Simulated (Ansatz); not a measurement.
Cost and result for the atomization energy of C2H8O2Si (`OCC[SiH2]O`) (13 atoms, 12 bonds).

Cartesian coordinates in Å:
```
O -1.131 1.228 -0.259
C 0.256 1.161 -0.584
C 0.648 -0.299 -0.685
Si 0.189 -1.280 0.852
O -1.444 -1.345 1.040
H -1.384 2.149 -0.163
H 0.443 1.685 -1.530
H 0.850 1.654 0.197
H 1.730 -0.370 -0.841
H 0.169 -0.756 -1.557
H 0.856 -0.630 2.019
H 0.676 -2.679 0.746
H -1.857 -0.518 0.765
```

Charge 0, multiplicity 1. The geometry is a stationary point of PBE0-D4/def2-TZVP. It is one conformer, not always the lowest. Program: Ansatz. All runs use 4 threads of an Arm Neoverse V2 on a shared host. Times are those of one run each, without the atoms' runs, and a repeat can differ threefold. Electronic energies, without spin–orbit coupling; frozen cores. CCSD(T)/CBS adds CCSD(T) − MP2 in def2-TZVPP to the MP2 limit, and its time is that of the two runs behind it. T1 = 0.011. B3LYP takes the VWN-RPA correlation (the form of Gaussian; ORCA's B3LYP/G).

CCSD(T)/CBS is a level of theory with its own doubt, some kJ/mol a heavy atom from the limit and from the frozen cores, so smaller differences don't rank the functionals.

| level | functions | wall time | atomization (kJ/mol) | difference from CCSD(T)/CBS | per bond |
| --- | --- | --- | --- | --- | --- |
| PBE-D4/def2-TZVPP (with forces) | 278 | 2.8 s | 4912.2 | 45.0 | 3.7 |
| PBE0-D4/def2-TZVPP | 278 | 3.6 s | 4833.0 | -34.2 | -2.9 |
| r2SCAN-D4/def2-TZVPP (with forces) | 278 | 6 s | 4854.3 | -12.9 | -1.1 |
| B3LYP-D4/def2-TZVPP (with forces) | 278 | 6 s | 4841.8 | -25.4 | -2.1 |
| B2PLYP/def2-TZVPP | 278 | 7 s | 4797.2 | -70.0 | -5.8 |
| ωB97X-V/def2-TZVPP | 278 | 9 s | 4864.1 | -3.1 | -0.3 |
| ωB97M-V/def2-TZVPP (with forces) | 278 | 14 s | 4867.0 | -0.2 | 0.0 |
| MP2/def2-QZVPP | 538 | 31 s | 4884.7 | 17.5 | 1.5 |
| CCSD(T)/def2-TZVPP | 278 | 3.2 min | 4740.0 | -127.2 | -10.6 |
| CCSD(T)/CBS(def2) | – | 3.8 min | 4867.2 | 0.0 | 0.0 |

From PBE to PBE0 (25 % exact exchange), in def2-TZVPP and without D4, the atomization energy moves by −75.3 kJ/mol: exact exchange takes away binding that semilocal exchange gives to molecules. In def2-TZVPP, CCSD(T) changes the Hartree–Fock value by +1208.3 kJ/mol (the triples alone add +63.2 kJ/mol) and MP2 by +1277.5 kJ/mol; breaking electron pairs costs correlation energy, which Hartree–Fock lacks. The D4 term adds +39.7 kJ/mol with B3LYP and +20.9 kJ/mol with PBE0; it sums over pairs of atoms, weighted by their polarisabilities, and B3LYP, whose exchange is more repulsive, gets the larger term.
